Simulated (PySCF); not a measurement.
Simulated absorption spectrum

Compound: C₄H₉FOSi.
SMILES with atom numbers: `[CH3:1][C@@H:2]1[CH2:3][C@H:4]([F:5])[SiH2:6][O:7]1` (hydrogens: H8, H9, H10 on C1; H11 on C2; H12, H13 on C3; H14 on C4; H15, H16 on Si6)

Geometry (GFN2-xTB, Å), atoms numbered from 1 in this order:
```
atom  x, y, z in Å
C1     2.1308   -0.3040    0.2015
C2     0.7267   -0.0311    0.7194
C3    -0.3139   -0.9888    0.1303
C4    -1.6719   -0.2949    0.1981
F5    -2.5198   -0.8067   -0.7722
Si6   -1.1861    1.5540   -0.0376
O7     0.3627    1.3026    0.3968
H8     2.4292   -1.3179    0.4542
H9     2.8330    0.3956    0.6464
H10    2.1570   -0.1805   -0.8782
H11    0.7188   -0.1093    1.8152
H12   -0.0852   -1.1627   -0.9234
H13   -0.2994   -1.9465    0.6506
H14   -2.1725   -0.4938    1.1519
H15   -1.2710    1.9738   -1.4283
H16   -1.8459    2.4190    0.9315
```

Theory: PySCF 2.14.0, density-fitted response routines, TDDFT B3LYP/def2-SVPD, vertical, gas phase, core orbitals frozen in the response.

Computed states:

```tsv
state	E (eV)	f
S1	6.59	0.022
S2	6.65	0.0065
S3	7.17	0.0052
S4	7.28	0.027
S5	7.70	0.0073
S6	7.85	0.018
S7	7.91	0.017
S8	8.03	0.018
```

Broadening: Gaussians 0.3 eV wide at half height, area fixed by f = 4.319×10⁻⁹ ∫ε dν̃. The width is an assumption, not a result. The curve ends short of the highest state used, and states not computed would add to its high-energy end.

**Question.** What does the envelope look like, and where are its maxima?

**Answer.** 
E (eV), ε (L mol⁻¹ cm⁻¹) and a bar:
```
     6.14          4 
     6.18         13 
     6.23         42 
     6.27         98 #
     6.32        244 ###
     6.36        455 #####
     6.41        865 #########
     6.45       1300 ##############
     6.49       1774 ###################
     6.54       2288 #########################
     6.58       2521 ###########################
     6.63       2491 ###########################
     6.67       2219 ########################
     6.72       1685 ##################
     6.76       1219 #############
     6.81        721 ########
     6.85        445 #####
     6.90        268 ###
     6.94        254 ###
     6.99        392 ####
     7.03        631 #######
     7.08       1087 ############
     7.12       1551 #################
     7.17       2157 #######################
     7.21       2553 ############################
     7.25       2770 ##############################
     7.30       2708 #############################
     7.34       2405 ##########################
     7.39       1841 ####################
     7.43       1374 ###############
```

Maxima: 188 nm (6.60 eV), ε about 2600, made up of S1 (79%) and S2 (21%); 171 nm (7.27 eV), ε about 2800, made up of S3 (12%) and S4 (88%) (ε in L mol⁻¹ cm⁻¹; maxima over ε = 5, shares over 10%).

**Question.** On this curve, what absorbance would a 10⁻³ mol/L sample give at 193 nm over a 1 cm path?

**Answer.** 193 nm is 6.424 eV, where ε is about 1000 L mol⁻¹ cm⁻¹, so A = ε c l ≈ 1 (Beer–Lambert, with the gas-phase spectrum and the assumed width).

**Question.** What would ε be at 7.27 eV, the highest of these maxima, with half the width (0.15 eV)?

**Answer.** About 5110 L mol⁻¹ cm⁻¹ against 2790, a factor of about 1.8; a lone state at its own centre would give exactly 2.

**Question.** Does any computed singlet lie in the visible range?

**Answer.** No computed singlet lies in the visible range (380 to 750 nm); the lowest, at 188 nm, stands 3.32 eV above its violet end (3.26 eV).

Time: 88 s (grids of density and orbitals included); peak memory 0.86 GiB. Hardware: one thread, Arm Neoverse N1 (aarch64), on a shared host.

One conformer stands for the species.
